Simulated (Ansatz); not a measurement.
A structure relaxed at PBE-D4/def2-SVP in Ansatz, charge 1, doublet:

```xyz
8

Ca    0.743   -2.307   -1.975
Ca    1.424   -1.394    1.622
Ca   -1.545    0.309    2.506
Ca    1.416    2.140    1.481
Ca   -1.203    0.458   -2.645
Si   -0.937    1.483   -0.064
Si   -1.000   -0.992   -0.100
Si    1.103    0.303   -0.825
```

Give its formula and point group.

Ca5Si3⁺. Point group Cs (tolerance 0.1 Å).

Summarise the bond lengths by kind (pairs closer than 1.2 times the sum of covalent radii, bridged metal pairs left out).

11 × Ca–Si 2.79 to 3.00 Å; 5 × Ca–Ca 3.45 to 3.77 Å; 3 × Si–Si 2.48 to 2.57 Å.

The structure comes from a short search, and lower isomers may exist.
